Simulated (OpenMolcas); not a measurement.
Ni2+ in a ligand field

Ni2+ with 6 ligands (ammonia) in octahedral coordination (S6) at 2.11 Å. Ligand basis ANO-RCC-VDZP.

```yaml
Program: OpenMolcas
Method: CASSCF
Basis: ANO-RCC-VTZP [6s5p3d2f1g]
Scalar_Hamiltonian: DKH2, point nucleus
Active_space: 8 electrons in 5 orbitals (3d)
State_averaging: 2S+1 = 3 even, 10 roots; 2S+1 = 1 even, 15 roots
Spin-orbit_coupling: RASSI with atomic mean-field integrals over the reference wave functions
```

The lowest spin-free states, above the lowest:

| State | Degeneracy | E (cm-1) | Free-ion L (%) |
| --- | --- | --- | --- |
| 2S+1 = 3 | 1 | 0.0 | F (100) |
| 2S+1 = 3 | 1 | 9406 | F (100) |
| 2S+1 = 3 | 2 | 9443 | F (100) |
| 2S+1 = 3 | 1 | 15986 | F (94) |
| 2S+1 = 3 | 2 | 16012 | F (94) |
| 2S+1 = 1 | 2 | 18573 | D (79) |
| 2S+1 = 1 | 1 | 27187 | D (88) |
| 2S+1 = 1 | 2 | 27220 | D (88) |
| 2S+1 = 1 | 1 | 29932 | G (95) |
| 2S+1 = 3 | 1 | 31197 | P (94) |
| 2S+1 = 3 | 2 | 31278 | P (94) |
| 2S+1 = 1 | 1 | 33672 | G (100) |
| 2S+1 = 1 | 2 | 33701 | G (100) |
| 2S+1 = 1 | 2 | 40391 | G (79) |
| 2S+1 = 1 | 2 | 41011 | G (88) |
| 2S+1 = 1 | 1 | 41074 | G (88) |
| 2S+1 = 1 | 1 | 73221 | S (95) |

The lowest levels with spin-orbit coupling:

```csv
E (cm-1),Degeneracy,2S+1,g
0.0,2,3,0.00 0.00 4.49
0.3,1,3,
9164,2,3,0.00 0.00 0.55
9293,1,3,
9311,2,3,0.00 0.00 2.55
9695,2,3,0.00 0.00 2.18
9715,1,3,
9857,1,3,
15190,1,3,
15712,2,3,0.00 0.00 0.45
15722,1,3,
16374,2,3 (89 %),0.00 0.00 0.03
16573,1,3,
16588,2,3,0.00 0.00 1.10
18984,2,1 (88 %),0.00 0.00 0.01
27077,1,1,
27111,2,1,0.00 0.00 1.01
30047,1,1,
31109,2,3,0.00 0.00 0.80
31293,1,3,
```

Powder χT (cm3 K/mol): 1.26 at 2 K, 1.26 at 10 K, 1.27 at 50 K, 1.28 at 100 K, 1.3 at 200 K, 1.31 at 300 K. The effective moment at 300 K is 2.828 √(χT) = 3.24 μB.

The lowest level has 2S+1 = 3, for which the spin-only value is χT = S(S+1) / 2 = 1.000 cm3 K/mol (g = 2). The computed 1.315 at 300 K differs by +0.315, through orbital momentum, spin-orbit coupling and any other state in reach.

Metal share of the active 3d orbitals (Löwdin): 94, 94, 98, 98, 98 %; Mulliken charge of the metal 1.13.

Without dynamic correlation the repulsion within the d shell is too large (B by tens of per cent), so at a given field states of lower spin stand too high. Ligand-to-metal charge-transfer states are missing. With no ligand orbital active B as a rule stays too high, so bands that hang on it stand too high and its fall with covalency is understated. With metal d orbitals alone and no dynamic correlation the field as a rule comes out too small, by tens of per cent, by up to half for chloride and softer ligands, and the orbital part of g and χT, which goes as 1/10Dq, too large. No measured value stands beside these numbers; the geometry is a model, was not optimised and need not be the one that this ion takes.

The RASSCF and RASSI steps took 62 s on 1 thread of Intel(R) Xeon(R) Platinum 8488C (Sapphire Rapids), on a shared host; the integral step is not counted.

A state without a sure symmetry label is named by its multiplicity alone. With an even number of electrons the g values are those of a degenerate or nearly degenerate non-Kramers pair.
